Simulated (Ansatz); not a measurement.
Molecule: C3H10O2Si (charge 0, singlet). 
Structure (B3LYP-D3(BJ)/def2-TZVP (Ansatz, a program for electronic structure) minimum search):
```xyz
16

C      3.2394    -0.3270    -0.0872
O      1.8970    -0.1228    -0.4929
Si     0.6174    -0.1495     0.5441
C     -0.9148     0.1704    -0.4770
C     -2.2053     0.1823     0.3187
O     -3.2848     0.4357    -0.5812
H      3.5571     0.4325     0.6347
H      3.3733    -1.3162     0.3628
H      3.8752    -0.2566    -0.9695
H      0.5426    -1.4675     1.2321
H      0.7902     0.8872     1.5983
H     -0.7949     1.1302    -0.9876
H     -0.9763    -0.5951    -1.2559
H     -2.1670     0.9589     1.0931
H     -2.3500    -0.7819     0.8224
H     -4.1083     0.4447    -0.0820
```

Parts of the frozen-core correlation energy in cc-pVTZ (Ansatz, hartree). Frozen orbitals: 10; correlated occupied orbitals by spin: 19 and 19; virtual: 295 and 295. Spin-orbit coupling is left out. Non-relativistic.

```tsv
term	value
reference (HF)	-558.22826
MP2 opposite-spin	-0.86857
MP2 same-spin	(withheld)
CCSD correlation	(withheld)
(T)	(withheld)
T1 diagnostic	0.010
largest doubles amplitude	0.019
```

### Question
Some entries are withheld; supply them.

### Answer

- MP2 same-spin, value: -0.25850
- CCSD correlation, value: -1.18084
- (T), value: -0.04365
